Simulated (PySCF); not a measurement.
MoF4, SMILES [F][Mo]([F])([F])[F] (connectivity only; charge and spin as stated), neutral, multiplicity 3.

Geometry optimised at B3LYP-D3(BJ)/def2-SVP. A frequency run showed that this geometry is not a minimum. The multiplicity is an assumed one; other spin states were not compared. The def2 effective core potentials stand for the cores of Mo; spin–orbit coupling is left out.

Computed with PBE/def2-TZVPD (PySCF).

Isolated molecule, no solvent.

Computed frontier levels, dipole moment and polarisability:
```yaml
"α spin, highest occupied and lowest empty level": -6.20 and -5.91 eV
"β spin, highest occupied and lowest empty level": -9.83 and -5.29 eV
dipole_moment: 0.00 D
quadrupole, principal values (traceless, Buckingham form, about the centre of nuclear charge): -4.98, -4.17, 9.15 D·Å
mean_static_polarisability: 44.9 bohr³ (6.66 Å³)
polarisability_principal_values: 35.2, 49.5, 50.1 bohr³
"⟨S²⟩": 2.006 (pure state 2.00)
```
